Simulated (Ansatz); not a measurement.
Molecule: SnH, charge 0, multiplicity 2. 
Coordinates optimised at B3LYP-D3(BJ)/def2-TZVP (Ansatz, an electronic-structure program):
```xyz
2

Sn     0.0000     0.0000    -0.0350
H      0.0000     0.0000     1.7513
```
Charge 0, spin multiplicity 2.

Computed values are from Ansatz. Cores are frozen in the correlated levels unless marked. Open shells are spin-unrestricted. Spin-orbit coupling is left out. Frozen are the shells of the preceding noble gas and the d and f shells that filled before the atom's block. In def2 rows, elements after Kr have scalar-relativistic effective core potentials. CBS(X,Y): correlation extrapolated as X^-3; Hartree-Fock from the larger set.

### Question
What is the total energy at CCSD(T)/CBS(def2-TZVPPD,def2-QZVPPD)?

### Answer
-214.0011 Eh.

### Question
What is the T1 diagnostic at CCSD/def2-QZVPPD?

### Answer
0.016.

### Question
What is the dipole moment at CCSD(T)/def2-SVPD?

### Answer
0.54 D.

### Question
What is the atomisation energy De at CCSD(T)/CBS(def2-TZVPPD,def2-QZVPPD)?

### Answer
61.6 kcal/mol.

### Question
What is the vertical ionisation energy (to the singlet) at CCSD(T)/CBS(def2-TZVPPD,def2-QZVPPD)?

### Answer
7.11 eV.
